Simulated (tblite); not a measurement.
Species: C3H7FSSi.
Cartesian coordinates in Å at the GFN2-xTB level; atoms count from 1:
```xyz
13
C3H7FSSi angstrom
C      2.7103   -0.2109   -0.2587
Si     1.0830   -0.0638    0.6842
S     -0.4697    0.0076   -0.8342
C     -1.8791    0.1413    0.1903
C     -3.0994    0.2180   -0.3150
F     -4.1751    0.3192    0.4883
H      2.7302   -1.1074   -0.8724
H      2.8621    0.6404   -0.9168
H      3.5483   -0.2567    0.4293
H      0.7881   -1.2248    1.5232
H      0.9658    1.1727    1.4564
H     -1.7135    0.1582    1.2552
H     -3.3553    0.2067   -1.3621
```

Computed with GFN2-xTB (tblite): harmonic, unscaled wavenumbers at the GFN2-xTB geometry, gas phase. The method is semi-empirical: single wavenumbers can be off by several per cent or more. Modes of hydrogen on silicon can be 10 to 20 % off. One conformer, not necessarily the lowest.

Harmonic wavenumbers (cm⁻¹): 33.5, 45.0, 88.2, 112.8, 167.8, 250.8, 257.6, 416.9, 450.5, 497.7, 562.6, 669.9, 677.1, 769.0, 787.8, 824.3, 836.9, 856.9, 945.7, 1081.5, 1176.1, 1242.1, 1366.8, 1466.2, 1469.9, 1666.4, 2257.1, 2276.9, 3035.4, 3037.5, 3052.9, 3089.3, 3109.2.

A = 8951, B = 829.6, C = 769.5 MHz; mass 122.002 u (most abundant isotopes); point group Cs, symmetry number 1.

**Question.** Zero-point energy?

**Answer.** ½Σν̃ = 19289 cm⁻¹ = 230.75 kJ/mol.

**Question.** What is S at 500 K and 1 bar for an ideal gas of classical rigid rotors and harmonic oscillators?

**Answer.** Translation 179.52, rotation 125.36, vibration 183.76: S = 488.6 J/(mol K).

**Question.** And Cp and H(500 K) − H(0)?

**Answer.** Cp = 183.29 J/(mol K), of which vibrations give 150.03 (their classical limit is 33 R = 274.4); H(500 K) − H(0) = 59.57 kJ/mol without the zero-point energy, 42.94 from vibrations.

**Question.** What must be added to the electronic energy to get the Gibbs energy at 500 K and 1 bar?

**Answer.** ZPE + [H(500 K) − H(0)] − T·S = 230.75 + 59.57 − 244.32 = 46.00 kJ/mol.

**Question.** How do the functions run with temperature in this model?

**Answer.** 
```
 T (K)  S (J/(mol K))  Cp (J/(mol K))  H − H(0) (kJ/mol)  G − H(0) (kJ/mol)  ln q(vib)
   150          329.0            91.8               9.91             -39.44       3.77
   250          383.1           122.9              20.64             -75.14       6.25
298.15          406.0           137.0              26.90             -94.15       7.38
   400          450.0           162.9              42.22            -137.79       9.65
   600          523.6           199.7              78.75            -235.39      13.79
   900          611.7           234.6             144.33            -406.23      19.27
```

q(vib) and H(0) count from the zero-point level.

**Question.** Blend soft modes into free rotors: weight 1/[1 + (100 cm⁻¹/ν̃)⁴] for the oscillator and the rest for a rotor with moment μB/(μ + B), μ = h/(8π²ν), B = 10⁻⁴⁴ kg m². What vibrational entropy results?

**Answer.** 162.09 J/(mol K) in place of 183.76, which changes −T·S at 500 K by +10.84 kJ/mol.

**Question.** Which modes carry the vibrational entropy at 500 K?

**Answer.** 33.5 cm⁻¹: 27.77; 45.0 cm⁻¹: 25.32; 88.2 cm⁻¹: 19.74; 112.8 cm⁻¹: 17.71; 167.8 cm⁻¹: 14.45; 250.8 cm⁻¹: 11.20 J/(mol K); the other 27 give 67.58 together.

Hindered rotation and anharmonicity are outside this model. Other conformers, if any are populated, would add a mixing term that is left out.
